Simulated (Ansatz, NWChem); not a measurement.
## A ladder of methods for CH5FOSn (SMILES [CH3][SnH]([OH])[F])

The species is CH5FOSn (9 atoms), meant as a singlet with charge 0. SMILES: `[CH3][SnH]([OH])[F]`. The shape is that of a PBE0-D4/def2-TZVP optimisation. This is one conformer, not always the lowest.

Quantity: the electronic atomisation energy, in eV. The values are calculated. Electronic energies at fixed atoms, without zero-point motion or spin-orbit coupling.

```tsv
level	kind	program	value (eV)	CPU time (all runs)
HF/def2-SVP (core potential)	Hartree–Fock	Ansatz	21.86	3.9 s
r2SCAN/def2-SVP (core potential)	meta-GGA	Ansatz	31.00	26 s
B3LYP/def2-SVP (core potential)	global hybrid	NWChem	30.63	28 s
wB97X/def2-SVP (core potential)	range-separated hybrid	Ansatz	31.21	45 s
B2PLYP/def2-SVP (core potential)	double hybrid	Ansatz	30.33	18 s
RPA@PBE/def2-SVP (core potential)	RPA	Ansatz	27.96	24 s
MP2/def2-SVP (core potential)	perturbation theory	NWChem	29.81	54 s
BCCD(T)/def2-SVP (core potential)	coupled cluster or CI	Ansatz	29.32	65 s
```

Correlated wave functions underbind in double-zeta sets. The values span 21.86 to 31.21 eV. In the correlated wave-function rows the outer d shell of Sn is correlated, in sets not made for it. Times are those of the runs behind each value, whatever else they computed, on shared processors of several kinds: orders of magnitude only.
